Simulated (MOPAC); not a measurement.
A run for MOPAC: AM1 on C3H12BN (a complex).

```
AM1 1SCF PRECISE CHARGE=0 THREADS=1
C3H12BN

B     -0.38676388 1     0.02678940 1     1.27119403 1
H      0.48750480 1     0.64583617 1     0.70917925 1
H     -0.41460718 1    -1.14254468 1     0.96245519 1
H     -1.46898360 1     0.56276349 1     1.20109849 1
C      1.33712998 1    -0.58817897 1     3.05881051 1
N      0.01418823 1     0.05095834 1     2.86990270 1
C      0.07276847 1     1.45276164 1     3.34513937 1
C     -1.00561912 1    -0.68988342 1     3.64803489 1
H      1.61717269 1    -0.58067843 1     4.11478834 1
H      2.07367446 1    -0.04350185 1     2.47419488 1
H      1.28506320 1    -1.61066198 1     2.69443658 1
H      0.33831372 1     1.48567093 1     4.40437337 1
H     -0.89899939 1     1.91385699 1     3.19017884 1
H      0.81398994 1     1.98869897 1     2.75835541 1
H     -0.75412215 1    -0.68217963 1     4.71117333 1
H     -1.97280410 1    -0.22008643 1     3.49057071 1
H     -1.04758107 1    -1.71242162 1     3.28252084 1
```

The log:

```
*******************************************************************************
 **                                                                           **
 **                              MOPAC v23.2.5                                **
 **                                                                           **
 *******************************************************************************
 ** MOPAC's Digital Object Identifier: https://doi.org/10.5281/zenodo.6511958 **
 **                                                                           **
 ** Please cite the open-source release paper for use of this MOPAC version:  **
 ** J. E. Moussa and J. J. P. Stewart (2026)                                  **
 ** MOPAC: An open-source semiempirical molecular orbital program             **
 ** J. Open Source Softw., 11(119), 8025, https://doi.org/10.21105/joss.08025 **
 *******************************************************************************

                              AM1 CALCULATION RESULTS

 *******************************************************************************
 *  AM1        - The AM1 Hamiltonian to be used
 *
 *
 *
 *                 CHARGE ON SYSTEM = 0
 *
 *
 *
 *  PRECISE    - TIGHTER CRITERIA TO BE USED
 *  1SCF       - DO 1 SCF AND THEN STOP
 *  THREADS=1  - MULTI-THREADING NOT USED
 *  T=         - A TIME OF 172800.0 SECONDS REQUESTED
 *  DUMP=N     - RESTART FILE WRITTEN EVERY 7200.0 SECONDS REQUESTED
 *******************************************************************************
AM1 1SCF PRECISE CHARGE=0 THREADS=1
 C3H12BN

   ATOM   CHEMICAL          X               Y               Z
  NUMBER   SYMBOL      (ANGSTROMS)     (ANGSTROMS)     (ANGSTROMS)

     1       B         -0.38676388  *   0.02678940  *   1.27119403  *
     2       H          0.48750480  *   0.64583617  *   0.70917925  *
     3       H         -0.41460718  *  -1.14254468  *   0.96245519  *
     4       H         -1.46898360  *   0.56276349  *   1.20109849  *
     5       C          1.33712998  *  -0.58817897  *   3.05881051  *
     6       N          0.01418823  *   0.05095834  *   2.86990270  *
     7       C          0.07276847  *   1.45276164  *   3.34513937  *
     8       C         -1.00561912  *  -0.68988342  *   3.64803489  *
     9       H          1.61717269  *  -0.58067843  *   4.11478834  *
    10       H          2.07367446  *  -0.04350185  *   2.47419488  *
    11       H          1.28506320  *  -1.61066198  *   2.69443658  *
    12       H          0.33831372  *   1.48567093  *   4.40437337  *
    13       H         -0.89899939  *   1.91385699  *   3.19017884  *
    14       H          0.81398994  *   1.98869897  *   2.75835541  *
    15       H         -0.75412215  *  -0.68217963  *   4.71117333  *
    16       H         -1.97280410  *  -0.22008643  *   3.49057071  *
    17       H         -1.04758107  *  -1.71242162  *   3.28252084  *



          CARTESIAN COORDINATES

    NO.       ATOM           X           Y           Z

     1         B         -0.3868      0.0268      1.2712
     2         H          0.4875      0.6458      0.7092
     3         H         -0.4146     -1.1425      0.9625
     4         H         -1.4690      0.5628      1.2011
     5         C          1.3371     -0.5882      3.0588
     6         N          0.0142      0.0510      2.8699
     7         C          0.0728      1.4528      3.3451
     8         C         -1.0056     -0.6899      3.6480
     9         H          1.6172     -0.5807      4.1148
    10         H          2.0737     -0.0435      2.4742
    11         H          1.2851     -1.6107      2.6944
    12         H          0.3383      1.4857      4.4044
    13         H         -0.8990      1.9139      3.1902
    14         H          0.8140      1.9887      2.7584
    15         H         -0.7541     -0.6822      4.7112
    16         H         -1.9728     -0.2201      3.4906
    17         H         -1.0476     -1.7124      3.2825

  H: (AM1): M.J.S. DEWAR ET AL, J. AM. CHEM. SOC. 107 3902-3909 (1985)
  B: (AM1): M.J.S. DEWAR ET AL, ORGANOMETALLICS, 7, 513-521 (1988)
  C: (AM1): M.J.S. DEWAR ET AL, J. AM. CHEM. SOC. 107 3902-3909 (1985)
  N: (AM1): M.J.S. DEWAR ET AL, J. AM. CHEM. SOC. 107 3902-3909 (1985)

           Empirical Formula: C3 H12 N B  =    17 atoms



      MOLECULAR POINT GROUP   :   C3v


      RHF CALCULATION, NO. OF DOUBLY OCCUPIED LEVELS = 16


 -------------------------------------------------------------------------------
 AM1 1SCF PRECISE CHARGE=0 THREADS=1
 C3H12BN



     1SCF WAS SPECIFIED, SO BFGS WAS NOT USED
     SCF FIELD WAS ACHIEVED


                              AM1 CALCULATION
                                                       MOPAC v23.2.5 Linux




          FINAL HEAT OF FORMATION =          8.02752 KCAL/MOL =      33.58714 KJ/MOL


          COSMO AREA              =        131.10 SQUARE ANGSTROMS
          COSMO VOLUME            =        127.21 CUBIC ANGSTROMS

          IONIZATION POTENTIAL    =          9.805396 EV
          HOMO LUMO ENERGIES (EV) =         -9.805  1.582
          NO. OF FILLED LEVELS    =         16
          MOLECULAR WEIGHT        =         72.9445         POINT GROUP:  C3v

          MOLECULAR DIMENSIONS (Angstroms)

            Atom       Atom       Distance
            H     9    H     4     4.39561
            H    17    H    14     4.17594
            H    15    H     2     3.13385


          SCF CALCULATIONS        =          1





   ATOM   CHEMICAL          X               Y               Z
  NUMBER   SYMBOL      (ANGSTROMS)     (ANGSTROMS)     (ANGSTROMS)

     1       B         -0.38676388  *   0.02678940  *   1.27119403  *
     2       H          0.48750480  *   0.64583617  *   0.70917925  *
     3       H         -0.41460718  *  -1.14254468  *   0.96245519  *
     4       H         -1.46898360  *   0.56276349  *   1.20109849  *
     5       C          1.33712998  *  -0.58817897  *   3.05881051  *
     6       N          0.01418823  *   0.05095834  *   2.86990270  *
     7       C          0.07276847  *   1.45276164  *   3.34513937  *
     8       C         -1.00561912  *  -0.68988342  *   3.64803489  *
     9       H          1.61717269  *  -0.58067843  *   4.11478834  *
    10       H          2.07367446  *  -0.04350185  *   2.47419488  *
    11       H          1.28506320  *  -1.61066198  *   2.69443658  *
    12       H          0.33831372  *   1.48567093  *   4.40437337  *
    13       H         -0.89899939  *   1.91385699  *   3.19017884  *
    14       H          0.81398994  *   1.98869897  *   2.75835541  *
    15       H         -0.75412215  *  -0.68217963  *   4.71117333  *
    16       H         -1.97280410  *  -0.22008643  *   3.49057071  *
    17       H         -1.04758107  *  -1.71242162  *   3.28252084  *

                             CARTESIAN COORDINATES

   1    B       -0.386763880     0.026789400     1.271194030
   2    H        0.487504800     0.645836170     0.709179250
   3    H       -0.414607180    -1.142544680     0.962455190
   4    H       -1.468983600     0.562763490     1.201098490
   5    C        1.337129980    -0.588178970     3.058810510
   6    N        0.014188230     0.050958340     2.869902700
   7    C        0.072768470     1.452761640     3.345139370
   8    C       -1.005619120    -0.689883420     3.648034890
   9    H        1.617172690    -0.580678430     4.114788340
  10    H        2.073674460    -0.043501850     2.474194880
  11    H        1.285063200    -1.610661980     2.694436580
  12    H        0.338313720     1.485670930     4.404373370
  13    H       -0.898999390     1.913856990     3.190178840
  14    H        0.813989940     1.988698970     2.758355410
  15    H       -0.754122150    -0.682179630     4.711173330
  16    H       -1.972804100    -0.220086430     3.490570710
  17    H       -1.047581070    -1.712421620     3.282520840


           Empirical Formula: C3 H12 N B  =    17 atoms



      MOLECULAR POINT GROUP   :   C3v


                  EIGENVALUES
 -40.03910 -29.46005 -29.45957 -24.75614 -21.35901 -17.23166 -17.23150 -15.89751
 -14.31318 -14.31290 -13.45026 -13.45022 -13.38918 -11.95665  -9.80594  -9.80540
   1.58245   3.21490   3.21494   3.44137   3.64820   3.64823   3.96525   4.28265
   4.30578   4.30586   4.49267   4.54168   4.54178   6.19146   7.04452   7.04488


              NET ATOMIC CHARGES AND DIPOLE CONTRIBUTIONS

  ATOM NO.   TYPE          CHARGE      No. of ELECS.   s-Pop       p-Pop
    1          B          -0.067134        3.0671     1.19106     1.87608
    2          H          -0.116169        1.1162     1.11617
    3          H          -0.116170        1.1162     1.11617
    4          H          -0.116135        1.1161     1.11614
    5          C          -0.151045        4.1510     1.23275     2.91829
    6          N          -0.032565        5.0326     1.51866     3.51390
    7          C          -0.151050        4.1510     1.23276     2.91829
    8          C          -0.151048        4.1510     1.23275     2.91829
    9          H           0.074307        0.9257     0.92569
   10          H           0.113051        0.8869     0.88695
   11          H           0.113082        0.8869     0.88692
   12          H           0.074310        0.9257     0.92569
   13          H           0.113049        0.8870     0.88695
   14          H           0.113082        0.8869     0.88692
   15          H           0.074308        0.9257     0.92569
   16          H           0.113080        0.8869     0.88692
   17          H           0.113048        0.8870     0.88695
 DIPOLE           X         Y         Z       TOTAL
 POINT-CHG.     1.174     0.071     4.683     4.829
 HYBRID         0.158     0.009     0.629     0.649
 SUM            1.332     0.080     5.313     5.478


          ATOMIC ORBITAL ELECTRON POPULATIONS

     Atom    s        px        py        pz
    1  B   1.19106   0.71872   0.73880   0.41856
    2  H   1.11617
    3  H   1.11617
    4  H   1.11614
    5  C   1.23275   0.87825   1.02357   1.01648
    6  N   1.51866   1.09225   1.07524   1.34641
    7  C   1.23276   1.06405   0.85687   0.99737
    8  C   1.23275   0.95182   1.00849   0.95798
    9  H   0.92569
   10  H   0.88695
   11  H   0.88692
   12  H   0.92569
   13  H   0.88695
   14  H   0.88692
   15  H   0.92569
   16  H   0.88692
   17  H   0.88695

 **********************
 *                    *
 * JOB ENDED NORMALLY *
 *                    *
 **********************




 == MOPAC DONE ==
```

The run finished.

Cost: very roughly 0.03 core-seconds.
